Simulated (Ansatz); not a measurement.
Geometry optimisation, RKS PBE/6-31G in Ansatz 0.2.0.

input.yaml

```yaml
crystal:
  periodic: [false, false, false]
  atoms:
    - { symbol: F, position_ang: [-0.989, -2.5446, -0.1414] }
    - { symbol: C, position_ang: [-0.3112, -1.406, 0.2006] }
    - { symbol: Si, position_ang: [-0.3525, -0.188, -1.2266] }
    - { symbol: O, position_ang: [0.8191, 0.983, -1.1247] }
    - { symbol: Si, position_ang: [1.0602, 1.8386, 0.1346] }
    - { symbol: H, position_ang: [0.7048, -1.7288, 0.4326] }
    - { symbol: H, position_ang: [-0.7287, -0.9829, 1.1109] }
    - { symbol: H, position_ang: [-1.6286, 0.4456, -1.3652] }
    - { symbol: H, position_ang: [1.659, 1.0189, 1.2621] }
    - { symbol: H, position_ang: [-0.1501, 2.5132, 0.7201] }
basis:
  gaussian: { orbitals: "6-31G" }
hamiltonian:
  xc: pbe
relax:
  f_tol: 0.015
  max_steps: 40
output:
  orbitals: {}
```

Launched with:

```bash
$ ansatz run input.yaml --threads 1 --pin off --max-ram 2048MiB --backend cpu --events-out ev --progress --plain --runs-dir out
```

Question: Where does it end, and by what steps?

Answer: The forces met the threshold. Limits of this set-up: no polarisation functions. After 33 steps the energy has fallen by 3.323 eV; H9 moved furthest, 1.79 Å. Parted: Si5–H10. Joined: Si3–H10.

```csv
step,energy less start (eV),largest force component (eV/Å),accepted
0,0.0000,7.108,yes
2,-1.5327,1.289,yes
4,-1.6562,0.827,yes
6,-1.8640,0.478,yes
8,-2.1658,0.464,yes
10,-2.4216,0.338,yes
12,-2.5447,0.901,yes
14,-2.8773,0.609,yes
16,-3.1980,0.263,yes
18,-3.2521,0.386,yes
20,-3.2635,0.085,yes
22,-3.2763,0.471,yes
24,-3.3081,0.115,yes
26,-3.3147,0.194,yes
28,-3.3203,0.088,yes
30,-3.3226,0.046,yes
32,-3.3231,0.027,yes
33,-3.3231,0.012,yes
```

```xyz
10
Properties=species:S:1:pos:R:3
F -0.661 -2.334 -0.891
C -0.610 -1.510 0.305
Si -0.517 0.352 -0.202
O 1.095 0.728 -0.738
Si 2.485 1.753 -0.557
H 0.268 -1.815 0.900
H -1.524 -1.702 0.898
H -1.470 0.600 -1.345
H 1.886 2.670 0.623
H -0.868 1.207 1.009
```

Whether the end is a true minimum wasn't checked by a vibrational analysis.

Run time: 95 s on 1 thread of Intel(R) Xeon(R) Platinum 8488C (Sapphire Rapids), on a shared host, peak memory 0.17 GiB.
